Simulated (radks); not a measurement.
All-electron atom: Cd4+ in [Kr] 4d8. Method: scalar-relativistic Kohn-Sham, r2SCAN, spin-polarised, spherical densities, finite nucleus; open shells are filled with parallel spins first (spin-orbit coupling, left out, can overturn this in heavy ions); meta-GGA in the generalised Kohn-Sham scheme; Fermi nuclear charge, rms radius 4.6087 fm; computed with a radial shooting solver on a logarithmic mesh with Libxc functionals.

Normalised radial functions P(r) = r R(r), r in bohr:

r         3d down
0.001046   0.0000
0.001188   0.0000
0.001362   0.0000
0.001547   0.0000
0.001759   0.0000
0.002015   0.0000
0.00229    0.0000
0.002603   0.0001
0.002982   0.0001
0.003389   0.0001
0.003852   0.0002
0.004378   0.0003
0.005016   0.0004
0.005701   0.0006
0.006479   0.0009
0.007423   0.0013
0.008437   0.0018
0.009589   0.0026
0.01099    0.0038
0.01249    0.0054
0.01419    0.0076
0.01626    0.0110
0.01848    0.0155
0.021      0.0218
0.02406    0.0311
0.02735    0.0431
0.03108    0.0595
0.03561    0.0832
0.04047    0.1132
0.046      0.1526
0.0527     0.2074
0.0599     0.2736
0.06808    0.3565
0.07737    0.4581
0.08864    0.5878
0.1007     0.7304
0.1145     0.8904
0.1312     1.0740
0.1491     1.2513
0.1695     1.4218
0.1942     1.5799
0.2207     1.6918
0.2508     1.7526
0.2873     1.7479
0.3266     1.6728
0.3712     1.5325
0.4252     1.3249
0.4833     1.0941
0.5493     0.8526
0.6293     0.6100
0.7153     0.4155
0.8129     0.2632
0.9314     0.1476
1.059      0.0778
1.203      0.0370
1.367      0.0157
1.567      0.0055
1.78       0.0017
2.024      0.0005
2.318      0.0001
2.635      0.0000
2.995      0.0000
3.431      0.0000
3.9        0.0000

3d down: eigenvalue -452.08 eV, 0 radial nodes, <r> = 0.335 bohr, 90 % of the charge inside 0.528 bohr.
